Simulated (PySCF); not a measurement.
C₃H₇O₂, SMILES C[C](O)CO, multiplicity 2. Coordinates come from a PBE-D3(BJ)/def2-SVP optimisation. The isomer is the one that the SMILES or the coordinates give; other isomers of the formula were not compared. Other conformers were not sampled.

Computed equilibrium geometry at PBE-D3(BJ)/def2-SVP (PySCF confirms it by a frequency run) as bond lengths and angles (one conformer of several):
Atoms: C1 C2 O3 C4 O5 H6 H7 H8 H9 H10 H11 H12. Bond lengths (Å): C1–C2 1.490, C1–H6 1.118, C1–H7 1.108, C1–H8 1.109, C2–O3 1.383, C2–C4 1.492, O3–H9 0.977, C4–O5 1.439, C4–H10 1.110, C4–H11 1.124, O5–H12 0.976. Angles (°): C2–C1–H6 112.3, C2–C1–H7 110.6, C2–C1–H8 110.8, H6–C1–H7 106.9, H6–C1–H8 107.2, H7–C1–H8 108.8, C1–C2–O3 113.2, C1–C2–C4 121.4, O3–C2–C4 117.1, C2–O3–H9 107.6, C2–C4–O5 114.1, C2–C4–H10 110.2, C2–C4–H11 109.2, O5–C4–H10 105.3, O5–C4–H11 111.1, H10–C4–H11 106.6, C4–O5–H12 106.1.
Charge 0, spin multiplicity 2.
